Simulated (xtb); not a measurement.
GeCl₂I₂, SMILES [Cl][Ge]([Cl])([I])[I]. All values are semi-empirical tight-binding results from xtb (GFN2-xTB unless named), good for trends rather than for accurate numbers. Coordinates come from a GFN2-xTB optimisation.

Optimised geometry:

Bonds (Å): Cl1–Ge2 2.123, Ge2–Cl3 2.123, Ge2–I4 2.535, Ge2–I5 2.535. Angles (°): Cl1–Ge2–Cl3 109.2, Cl1–Ge2–I4 109.6, Cl1–Ge2–I5 109.6, Cl3–Ge2–I4 109.6, Cl3–Ge2–I5 109.6, I4–Ge2–I5 109.0.

For metal compounds this method's bond lengths and energies can be far off.

Computed properties:
```
Item                                           Result
-------------------------------------  --------------
point group as xtb finds it                       C2v
orbital gap                                   3.53 eV
zero-point energy                        2.4 kcal/mol
G − E(el) at 298.15 K (modified RRHO)  -21.0 kcal/mol
```

Computed atomic charges and the Wiberg bond orders between heavy atoms:
charges (e) Cl1 -0.12, Ge2 0.34, Cl3 -0.12, I4 -0.05, I5 -0.05. Bond orders Cl1–Ge2 1.09, Ge2–Cl3 1.09, Ge2–I4 0.95, Ge2–I5 0.95.
